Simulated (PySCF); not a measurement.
CH7NP2Si.
Atom-mapped SMILES: `[CH2:1]=[N:2][SiH:3]([PH2:4])[PH2:5]` (hydrogens: H6, H7 on C1; H8 on Si3; H9, H10 on P4; H11, H12 on P5)

Theory: PBE0-D3(BJ)/def2-SVP geometry optimisation, gas phase in PySCF 2.14.0.

Problem. Give the optimised bond lengths and angles.

Solution. 
| bond | length (Å) | order |
| --- | --- | --- |
| C1=N2 | 1.262 | double |
| N2–Si3 | 1.756 | single |
| Si3–P4 | 2.279 | single |
| Si3–P5 | 2.259 | single |
| C1–H6 | 1.112 | single |
| C1–H7 | 1.106 | single |
| Si3–H8 | 1.491 | single |
| P4–H9 and 3 like bonds | 1.429 | single |

Bonds in one row agree within 0.01 Å and their mean is given. Orders are formal, as drawn. A selection of angles:
| angle | degrees |
| --- | --- |
| N2–C1–H6 | 124.5 |
| N2–C1–H7 | 120.4 |
| H6–C1–H7 | 115.1 |
| C1–N2–Si3 | 125.9 |
| N2–Si3–P4 | 112.1 |
| N2–Si3–P5 | 110.2 |
| N2–Si3–H8 | 106.8 |
| P4–Si3–P5 | 106.7 |
| P4–Si3–H8 | 113.1 |
| P5–Si3–H8 | 107.9 |
| Si3–P4–H9 | 93.9 |
| Si3–P4–H10 | 92.2 |
| H9–P4–H10 | 93.8 |

Dihedral angles: C1–N2–Si3–P4 -7° (synperiplanar). The mirror-image conformer, all signs reversed, is as good.

Of the pairs four or more bonds apart, P4···H6 is among the closest relative to their van der Waals radii: 2.99 Å, 100 % of the sum of Bondi's values. P4 (three-coordinate phosphorus) is pyramidal (angles 93.9°, 93.8° and 92.2°, sum 279.9°, 0.87 Å off the plane of its three neighbours). The 2 P–Si bonds span 2.259 Å (Si3–P5, drawn single) to 2.279 Å (Si3–P4, drawn single), a spread of 0.020 Å. Si3 (SiH silicon) is distorted tetrahedral (angles from 106.7° to 113.1°).

Point group: C1 (no symmetry element, even within 0.4 Å). No frequency check. One conformer, not necessarily the lowest (C1–N2–Si3–P4 -7°, N2–Si3–P4–H -84° and -178°, N2–Si3–P5–H 37° and -57°).
